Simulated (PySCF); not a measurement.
A geometry optimisation on `C[Se]C` (Me2Se).

Computed with PBE0-D3(BJ)/def2-SVP geometry optimisation, gas phase (PySCF 2.14.0). Start geometry: GFN2-xTB. A driver script takes a list of jobs; this job's settings line and coordinates (Å) are shown.

Input:
```
{"job": {"xc": "PBE0", "basis": "def2-SVP", "d3": "d3bj", "grid": 1, "kind": "geom"}, "charge": 0, "multiplicity": 1}
C      1.457840     0.082140     0.142340
Se     0.053550     0.616810    -1.103650
C     -1.450830    -0.073810    -0.068920
H      1.427840    -0.996890     0.270740
H      2.409610     0.380360    -0.286820
H      1.303000     0.584020     1.094550
H     -1.338260    -1.148320     0.054710
H     -2.357630     0.145500    -0.624730
H     -1.478010     0.422180     0.898650
```

Output:
```
step   0  E = -2480.63818310  max force = 0.012883
step   1  E = -2480.63894266  max force = 0.002252
step   2  E = -2480.63899421  max force = 0.000524
step   3  E = -2480.63899933  max force = 0.000138
optimisation converged
```

Energies in Eh; «max force» is the largest Cartesian gradient component in Eh/bohr.

Question: Give the first gradient maximum in eV/Å.

Answer: With 1 Eh/bohr = 51.422 eV/Å, 0.662 eV/Å.

Main results: final energy -2480.63900 Eh after 3 steps; dipole 1.45 D.

Rough CPU time on one thread of a shared machine: about 10 s.
Labels such as C1 count atoms from 1, the log's own numbers from 0.
